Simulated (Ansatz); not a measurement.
The same path of F3H3Si2 + FH (10 atoms, charge 0, multiplicity 1) was run twice with different band settings. Lost on the way: Si1–Si2, H6–F7. Made: Si1–F7, Si2–H6.

Level of theory: RKS B3LYP-D4/def2-SVP (Ansatz 0.2.0).

Relaxed end points:

```xyz
10
Properties=species:S:1:pos:R:3
Si -0.976 0.548 0.352
Si 0.474 -1.279 0.318
F -2.098 0.527 -0.801
F -1.748 0.702 1.758
F -0.182 1.970 0.166
H 1.021 1.615 -1.142
F 1.241 0.871 -1.663
H -0.092 -2.304 1.241
H 0.565 -1.822 -1.059
H 1.795 -0.826 0.830
```

```xyz
10
Properties=species:S:1:pos:R:3
Si -1.318 1.409 -0.343
Si 1.320 -1.412 0.346
F -2.715 2.166 -0.408
F -1.567 -0.159 -0.491
F -0.623 1.705 1.055
H 1.370 -0.206 -0.532
F -0.388 1.914 -1.530
H 0.527 -1.096 1.567
H 0.686 -2.535 -0.399
H 2.709 -1.786 0.735
```

Common settings: spring 5.0 eV/Å²; optimiser quadratic models (default); start path through a guess of the saddle point; force threshold 0.03 eV/Å; iteration limit 60; end points relaxed.

| run | movable images | climbing image |
| --- | --- | --- |
| 1 | 7 | yes |
| 2 | 4 | no |

(1) What does each run give, and how far can it be trusted?

Answers

(1) Run 1: converged after 37 iterations, highest image 1.669 eV above the first end. Neighbouring images differ by up to 2.2 eV, so the band resolves the path poorly. A vibrational analysis at the climbing image gives one clearly imaginary mode, 1116i cm⁻¹: a first-order saddle point.
Run 2: converged after 41 iterations, highest image 0.070 eV above the first end. No image climbed, so the highest image needn't sit at the top of the path. A band with more images between the same ends climbed to 1.67 eV, so this one has probably stepped over the top.
The orbitals stay closed-shell, which can raise the energy where a bond breaks towards radicals; this wasn't checked here.
